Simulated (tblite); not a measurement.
Compound: CH8NP2Si (doublet state).
Geometry (GFN2-xTB, Å), atoms numbered from 1 in this order:
```xyz
13
CH8NP2Si angstrom
C      2.2108   -0.3904   -0.4790
N      0.8009   -0.2852   -0.3748
Si    -0.2550    0.1847    0.7951
P     -1.7788   -1.5086    1.0672
P     -1.6382    1.7730   -0.1329
H      2.5105   -1.4271   -0.2918
H      2.5059   -0.1465   -1.5033
H      2.7579    0.2479    0.2192
H     -0.0346    0.6962    2.1611
H     -2.8925   -0.7408    0.7567
H     -1.6869   -2.0090   -0.2178
H     -0.6236    2.5156   -0.7062
H     -1.8808    1.0906   -1.3113
```

Calculated harmonic vibrations of the isolated species, GFN2-xTB (tblite), most abundant isotopes, no scaling. This tight-binding method is rough: wavenumbers can miss measured ones by several per cent, in bad cases by 10 to 20. Modes of hydrogen on phosphorus and silicon can be 10 to 20 % off. One conformer, not necessarily the lowest. Open shells enter through the occupations alone, without spin polarisation, and single modes of such species can be off by tens of per cent.

Harmonic wavenumbers (cm⁻¹): 33.1, 60.6, 66.8, 104.0, 121.5, 134.6, 165.9, 261.7, 385.4, 402.7, 555.1, 570.8, 622.3, 648.0, 665.8, 672.5, 853.3, 1044.8, 1105.2, 1133.7, 1141.7, 1295.0, 1401.8, 1455.7, 1465.8, 2125.3, 2294.0, 2328.8, 2390.3, 2405.6, 2909.0, 2935.5, 2953.4.

A = 2226, B = 1812, C = 1096 MHz; mass 123.990 u (most abundant isotopes); point group C1, symmetry number 1; spin multiplicity 2.

Problem. Zero-point energy?

Solution. ½Σν̃ = 18355 cm⁻¹ = 52.48 kcal/mol.

Problem. What is S at 298.15 K and 1 bar for an ideal gas of classical rigid rotors and harmonic oscillators?

Solution. Translation 40.39, rotation 28.68, vibration 32.76, spin (R ln 2) 1.38: S = 103.2 cal/(mol K).

Problem. And Cp and H(298.15 K) − H(0)?

Solution. Cp = 34.30 cal/(mol K), of which vibrations give 26.35 (their classical limit is 33 R = 65.6); H(298.15 K) − H(0) = 7.00 kcal/mol without the zero-point energy, 4.63 from vibrations.

Problem. How do the functions run with temperature in this model?

Solution. 
```tsv
T (K)	S (cal/(mol K))	Cp (cal/(mol K))	H − H(0) (kcal/mol)	G − H(0) (kcal/mol)	ln q(vib)
50	61.5	15.7	0.57	-2.51	0.95
100	74.1	20.8	1.49	-5.92	2.72
373.15	111.4	38.5	9.74	-31.81	10.56
500	123.5	44.3	15.00	-46.73	13.51
750	143.1	52.8	27.21	-80.15	18.64
1000	159.2	58.6	41.19	-118.00	23.09
```

q(vib) and H(0) count from the zero-point level.

Problem. Blend soft modes into free rotors: weight 1/[1 + (100 cm⁻¹/ν̃)⁴] for the oscillator and the rest for a rotor with moment μB/(μ + B), μ = h/(8π²ν), B = 10⁻⁴⁴ kg m². What vibrational entropy results?

Solution. 28.85 cal/(mol K) in place of 32.76, which changes −T·S at 298.15 K by +1.17 kcal/mol.

Problem. Which modes carry the vibrational entropy at 298.15 K?

Solution. 33.1 cm⁻¹: 5.63; 60.6 cm⁻¹: 4.44; 66.8 cm⁻¹: 4.25; 104.0 cm⁻¹: 3.38; 121.5 cm⁻¹: 3.08; 134.6 cm⁻¹: 2.88 cal/(mol K); the other 27 give 9.11 together.

Hindered rotation and anharmonicity are outside this model. Other conformers, if any are populated, would add a mixing term that is left out. The structure is chiral; the term R ln 2 for an equal mix with its mirror image is left out.
